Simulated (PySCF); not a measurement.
Deuteron quadrupole couplings in `C=CCN[Si@H]1C[Si@@H](C)C1`

C6H15NSi2.
Numbering: `[CH2:1]=[CH:2][CH2:3][NH:4][Si@H:5]1[CH2:6][Si@@H:7]([CH3:8])[CH2:9]1` (hydrogens: H10, H11 on C1; H12 on C2; H13, H14 on C3; H15 on N4; H16 on Si5; H17, H18 on C6; H19 on Si7; H20, H21, H22 on C8; H23, H24 on C9)

Structure used (GFN2-xTB), in Å, numbered top down from 1:
```xyz
24
C6H15NSi2 angstrom
C      4.4580    0.5312   -0.1790
C      3.2654   -0.0065   -0.3517
C      2.0090    0.7671   -0.6157
N      0.9550    0.4600    0.3285
Si    -0.0235   -0.9462    0.1588
C     -1.5555   -0.8065    1.2883
Si    -2.7113   -0.6354   -0.2289
C     -3.5891    1.0409   -0.3518
C     -1.1715   -0.8009   -1.3630
H      4.6127    1.5963   -0.2446
H      5.3320   -0.0655    0.0210
H      3.1204   -1.0761   -0.2786
H      1.6331    0.5114   -1.6104
H      2.2184    1.8423   -0.5901
H      1.2203    0.7210    1.2674
H      0.6591   -2.2506    0.2477
H     -1.5618    0.0368    1.9720
H     -1.7323   -1.6963    1.8832
H     -3.6729   -1.7390   -0.3768
H     -4.3486    1.1392    0.4173
H     -2.8852    1.8583   -0.2310
H     -4.0775    1.1607   -1.3136
H     -1.1817   -1.6779   -2.0031
H     -0.9843    0.0556   -2.0048
```

Level: PBE0/pcSseg-1 (PySCF, non-relativistic); Q(2H) = 0.00286 b; rigid geometry, the same for H and D, with no vibrational averaging.

Question: Rank these positions by the coupling χzz of a deuteron there, largest first.
A. H21 (methyl hydrogen)
B. H15 (N–H hydrogen)
C. H13 (methylene hydrogen)
D. H19 (Si–H hydrogen)
E. H24 (methylene hydrogen)

Answer: B (280 kHz), E (225 kHz), A (219 kHz), C (199 kHz), D (106 kHz).

Q: Tabulate Vzz, the asymmetry η and χzz = 234.96 MHz × Q × Vzz for every hydrogen position.

A: 
```csv
atom,bonded to,bond length (Å),Vzz (au),η,χzz (kHz)
H10,C1,1.078,0.3352,0.06,225
H11,C1,1.077,0.3379,0.05,227
H12,C2,1.082,0.3239,0.06,218
H13,C3,1.094,0.2958,0.05,199
H14,C3,1.096,0.2936,0.03,197
H15,N4,1.010,0.4164,0.18,280
H16,Si5,1.475,0.1535,0.03,103
H17,C6,1.086,0.3361,0.02,226
H18,C6,1.085,0.3364,0.03,226
H19,Si7,1.471,0.1577,0.01,106
H20,C8,1.085,0.3273,0.01,220
H21,C8,1.085,0.3257,0.02,219
H22,C8,1.085,0.3272,0.01,220
H23,C9,1.086,0.3348,0.03,225
H24,C9,1.087,0.3344,0.02,225
```

Q: Average by the element that carries the hydrogen.

A: on C: 219 kHz over 12 positions, mean bond length 1.085 Å; on N: 280 kHz over 1 position, mean bond length 1.010 Å; on Si: 105 kHz over 2 positions, mean bond length 1.473 Å.

Q: How does χzz go with the bond length over the 12 C–H bonds?

A: A straight-line fit has a slope of -15.9 kHz for each 0.01 Å, with a correlation coefficient of -0.82, over lengths from 1.077 to 1.096 Å. The longer bonds have the smaller couplings here.

Q: Give the 2H NMR doublet splittings at H15 for a magnetic field along the z, y and x axes of the gradient: 3χ/2, 3χ(1 + η)/4, 3χ(1 − η)/4.

A: With |χ| = 279.8 kHz and η = 0.176: 420, 247 and 173 kHz, to first order and without motion.

Isolated species at its GFN2-xTB geometry (one conformer only). GFN2-xTB bond lengths can be off by several hundredths of an ångström, more for odd bonds, and the gradients follow them. The basis is small and wasn't made for field gradients, so the couplings can be 20 % off.

The run behind these numbers computed NMR shieldings as well. On an Arm Neoverse N1 with one thread, no GPU, on a shared host, this took 1.8 min and 1.1 GiB of memory at its peak.
